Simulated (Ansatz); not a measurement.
Gas-phase electronic energies from Ansatz, PBE0-D4/def2-TZVP geometries. CCSD(T)/CBS is the MP2 limit (def2-TZVPP, def2-QZVPP) plus CCSD(T) − MP2 in def2-TZVPP, frozen cores. This one scheme is used for every species. Functionals use def2-TZVPP. B3LYP here is the variant with VWN-RPA as its local correlation; programs differ in this. Open shells (•) are unrestricted, without spin–orbit coupling. One conformer a species, not always the lowest.

Reaction (hydrogen abstraction from the Si–H bond): `CO[SiH](O)[SiH3]` + `[OH]`• → `CO[Si](O)[SiH3]`• + H₂O

```csv
level,ΔE (kcal/mol),difference from CCSD(T)/CBS
PBE-D4,-35.2,-5.4
r2SCAN-D4,-30.1,-0.3
PBE0-D4,-30.2,-0.4
B3LYP-D4,-29.0,0.8
ωB97X-V,-26.7,3.1
B2PLYP,-28.9,0.9
PBE,-35.3,-5.5
r2SCAN,-30.1,-0.3
B3LYP,-29.1,0.7
HF/def2-TZVPP,-9.8,20.0
SCS-MP2/def2-TZVPP,-28.4,1.4
CCSD/def2-TZVPP,-25.5,4.3
HF/def2-QZVPP,-10.4,19.4
MP2/def2-QZVPP,-34.4,-4.6
SCS-MP2/def2-QZVPP,-29.9,-0.1
MP2/CBS(def2),-35.3,-5.5
CCSD(T)/CBS,-29.8,0
```

Largest T1 diagnostic among the species: 0.015.

In def2-TZVPP, CCSD(T) changes the Hartree–Fock value by −17.4 kcal/mol (the triples alone add −1.8 kcal/mol) and MP2 by −22.9 kcal/mol. From PBE to PBE0 (25 % exact exchange), in def2-TZVPP and without D4, ΔE moves by +5.0 kcal/mol.
